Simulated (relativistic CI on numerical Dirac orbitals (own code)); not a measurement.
# Calculated levels, Au70+

These numbers are calculated, not measured: Dirac-Coulomb-Breit CI, KLI orbitals optimised for each configuration, model QED (radiative potential, 1s self-energy scaled to tabulated hydrogen-like ionisation energies), unscaled Slater integrals (own radial code, finite nucleus).

Configurations in the expansion (outside the closed core 1s2): 2s²2p⁵, 2s2p⁶, 2s²2p⁴3s, 2p⁶3s, 2p⁶3p, 2s²2p⁴3p, 2p⁶3d, 2s²2p⁴3d, 2s2p⁵3s, 2s2p⁵3p, 2s2p⁵3d, 2s²2p⁴4s, 2s²2p⁴4p, 2s²2p⁴4d, 2s²2p⁴4f, 2s²2p³3s². Levels of other configurations are missing.

The lowest level is 2s²2p⁵ ²P°3/2, with 100 % of that term; Hund's rules for 2s²2p⁵ give ²P° with J = 3/2, in agreement.

```tsv
No.	Configuration	Term	J	E (Ry)	%	Next component (%)	Lifetime (s)
1	2s²2p⁵	²P°	3/2	0.000	100		
2	2s²2p⁵	²P°	1/2	138.470	100		1.67e-11
3	2s2p⁶	²S	1/2	177.565	100		2.43e-14
4	2s²2p⁴3s	⁴P	5/2	709.989	68	32 ²D	1.85e-14
5	2s²2p⁴3s	²P	3/2	710.879	56	32 ²D	3.09e-15
6	2s²2p⁴3s	²S	1/2	715.281	65	23 ⁴P	6.20e-15
7	2s²2p⁴3p	⁴P°	3/2	721.164	31	26 ²P°	1.12e-12
8	2s²2p⁴3p	²D°	5/2	721.282	37	27 ⁴D°	3.85e-13
9	2s²2p⁴3p	²P°	1/2	726.154	73	19 ⁴D°	4.80e-13
10	2s²2p⁴3p	⁴D°	7/2	760.182	68	32 ²F°	2.68e-13
11	2s²2p⁴3p	²D°	5/2	760.196	51	40 ⁴P°	2.70e-13
12	2s²2p⁴3p	²P°	1/2	760.272	51	38 ²S°	2.75e-13
13	2s²2p⁴3p	²P°	3/2	764.185	48	29 ²D°	1.60e-13
14	2s²2p⁴3p	²P°	3/2	766.287	70	12 ⁴D°	2.86e-13
15	2s²2p⁴3d	⁴D	3/2	771.899	32	31 ²D	2.78e-14
16	2s²2p⁴3d	⁴D	5/2	772.069	34	27 ²F	8.19e-15
17	2s²2p⁴3d	²F	7/2	772.076	38	29 ²G	4.62e-13
18	2s²2p⁴3d	⁴P	1/2	772.367	52	26 ²P	2.03e-15
19	2s²2p⁴3d	²D	3/2	777.076	70	17 ⁴F	3.95e-14
20	2s²2p⁴3d	²F	7/2	780.862	50	41 ⁴D	2.65e-12
21	2s²2p⁴3d	⁴F	9/2	780.896	68	32 ²G	5.50e-12
22	2s²2p⁴3d	²P	1/2	782.040	62	22 ²S	9.80e-16
23	2s²2p⁴3d	²D	5/2	783.982	52	21 ²F	4.57e-16
24	2s²2p⁴3d	²P	3/2	784.061	48	31 ²D	3.78e-16
25	2s²2p⁴3d	²D	5/2	787.000	70	10 ⁴D	7.11e-16
26	2s²2p⁴3s	⁴P	3/2	849.209	87	11 ²P	3.29e-14
27	2s²2p⁴3s	²P	1/2	849.995	66	33 ⁴P	3.46e-15
28	2s²2p⁴3s	²D	5/2	850.697	68	32 ⁴P	1.69e-14
29	2s²2p⁴3s	²D	3/2	851.225	66	33 ²P	4.05e-15
30	2s²2p⁴3p	⁴P°	1/2	859.946	51	27 ⁴D°	5.22e-12
```

Energies count from the lowest computed level; ° marks odd parity; lifetimes are radiative, by E1, M1, E2, M2 decay to levels of this space only.

The mean weight of the leading LS term, summed over parents, in these 30 levels is 61 %, and that of the leading jj configuration (from the same eigenvectors) 100 %, so jj coupling describes them better and the LS labels are nominal.

At this charge energies of transitions that change n are usually good to better than 1 %, and those within a shell (Δn = 0) to a few per cent.

LS names give the leading component of a level, which can be under half, so a name can repeat, a term be missing and a line seem to break the LS rules.
